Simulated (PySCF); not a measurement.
C8H18O.
SMILES: `CC(C)(C)OC(C)(C)C`

Torsions of this conformer, `[CH3:1][C:2]([CH3:3])([CH3:4])[O:5][C:6]([CH3:7])([CH3:8])[CH3:9]`: C1–C2–O5–C6 -46°, C2–O5–C6–C7 -46°.

The closed-shell ground state was solved at several levels (PySCF, density fitting, gas phase, non-relativistic). Geometry: PBE0-D3(BJ)/def2-SVP; no solvent, vibrations or thermal averaging.

```csv
level,basis functions,total energy (Eh),HOMO (eV),LUMO (eV),gap (eV),dipole (D)
PBE0/pcSseg-1,243,-390.3928,-7.10,1.24,8.34,1.11
B3LYP/def2-SVPD,327,-390.6601,-6.92,0.29,7.21,1.09
```

(1) What might wB97X-D/pcSseg-1 (243 basis functions) give for the same quantities?

(2) Over all these levels, which gives the widest orbital gap and which the narrowest?

(3) How far do the dipole and the HOMO energy spread over the levels?

Results:

(1) Total energy -390.7406 Eh, HOMO -9.00 eV, LUMO 3.02 eV, gap 12.02 eV, dipole 1.13 D.

(2) wB97X-D/pcSseg-1 (range-separated hybrid) has the widest, 12.02 eV, and B3LYP/def2-SVPD (global hybrid, 20 % exact exchange) the narrowest, 7.21 eV. Functional and basis both differ between the two, so the spread mixes both effects.

(3) The dipole runs from 1.09 to 1.13 D (mean 1.11 D) and the HOMO from -9.00 to -6.92 eV.

The pairwise dispersion term of wB97X-D wasn't added to the energies; at a given geometry it leaves orbitals and properties as they are.
